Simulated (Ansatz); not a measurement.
Two structures of AlH2Cl3, closed shell, reached by relaxing down either side of one saddle point (PBE0-D4/def2-TZVP). Energies are electronic, without zero-point energy. Ansatz 0.2.0; basis: def2-TZVPP and def2-QZVPP; cores frozen in the correlated methods. Extrapolation: Hartree–Fock as exp(−7.88 √X), correlation as X^−2.97. First:

Al1  (0.549, -0.277, -0.272)
Cl2  (1.163, 1.543, -1.067)
Cl3  (-0.508, -1.614, -1.459)
Cl4  (1.329, -0.924, 1.541)
H5  (-1.162, 0.971, 0.488)
H6  (-1.371, 0.301, 0.770)
(Å)

Second:

| atom | x (Å) | y (Å) | z (Å) |
| --- | --- | --- | --- |
| Al1 | -0.1192 | -0.7280 | 0.2405 |
| Cl2 | 0.6241 | 1.5674 | -0.7424 |
| Cl3 | -0.2643 | -1.7991 | -1.5582 |
| Cl4 | 1.5658 | -1.1113 | 1.4313 |
| H5 | -0.3971 | 2.1791 | -0.2588 |
| H6 | -1.4093 | -0.1084 | 0.8877 |

Question: Which bonds change from the first to the second?

Answer: AlCl₃ ([Cl][Al]([Cl])[Cl]) + H₂ → AlHCl₂ ([Cl][AlH][Cl]) + HCl (still joined by a long Al–Cl bond); bonds formed: Al1–H6, Cl2–H5; bonds broken: H5–H6; bonds weakened to dative contacts: Al1–Cl2.

Question: Give the saddle point's structure and its height above each. (To be estimated.)

Answer: Computed: 150.2 kJ/mol above the first and 34.5 kJ/mol above the second (CCSD(T) at an estimated basis limit (MP2 extrapolated from triple and quadruple zeta, plus CCSD(T) − MP2 in triple zeta)).
```
atom    x (Å)    y (Å)    z (Å)
 Al1   0.0507  -0.5335   0.0917
 Cl2   0.5893   1.6624  -0.7433
 Cl3  -0.3757  -1.7608  -1.5346
 Cl4   1.4850  -1.0613   1.5051
  H5  -0.5464   1.3315   0.0281
  H6  -1.2028   0.3616   0.6531
```

T1 diagnostic: at most 0.009. The end structure is not quite a true minimum (one mode of 84i cm⁻¹).

Labels in which every atom is bracketed show which atoms are joined, not bond orders.

For scale, one of the runs: CCSD(T)/def2-TZVPP, 196 basis functions (an equivalent command: `ansatz run in.yaml --threads 4`). Hardware: 4 CPU threads, shared host. Wall time 31 s; peak host memory 2 GiB.
